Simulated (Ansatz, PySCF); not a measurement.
A series of substituents X on one scaffold: SiH2(OH)-X. All species are isolated molecules in the gas phase. One relaxed conformer stands for each flexible species; it need not be the lowest. Strings in code marks are SMILES.

Quantity: vertical ionisation energy (energy after one electron is removed minus that of the parent at the parent's geometry), in eV.

Level 1: frozen-core CCSD(T)/def2-TZVPP // PBE0-D4/def2-TZVP (Ansatz, a first-principles code)
Level 2: PBE-D3(BJ)/def2-TZVP // PBE0-D4/def2-TZVP (PySCF)
Level 3: minus the HOMO energy of B3LYP/6-31G* // PBE0-D4/def2-TZVP (PySCF)
Level 4: minus the HOMO energy of PBE0-D4/def2-TZVP (PySCF)

```json
[
 {"species": "`CC[SiH2]O` (C–C–Si–O torsion 178°, C–Si–O–H torsion 71°)", "level 2": "9.72", "level 3": "7.58", "level 4": "8.05"},
 {"species": "`O[SiH2]Br` (H–O–Si–Br torsion 58°)", "level 2": "10.34", "level 3": "8.03", "level 4": "8.41"},
 {"species": "`O[SiH2]F` (H–O–Si–F torsion 72°)", "level 2": "11.41", "level 3": "8.88", "level 4": "9.33"}
]
```

### Question
What does level 1 give for each, and how far do the other levels lie from it on average?

### Answer

- `CC[SiH2]O` (C–C–Si–O torsion 178°, C–Si–O–H torsion 71°): 10.51
- `O[SiH2]Br` (H–O–Si–Br torsion 58°): 10.92
- `O[SiH2]F` (H–O–Si–F torsion 72°): 12.34
Mean absolute difference from level 1, which has limits of its own, over these rows (drawn at random from the members that have all these levels): level 2 0.76 eV, level 3 3.09 eV, level 4 2.66 eV.
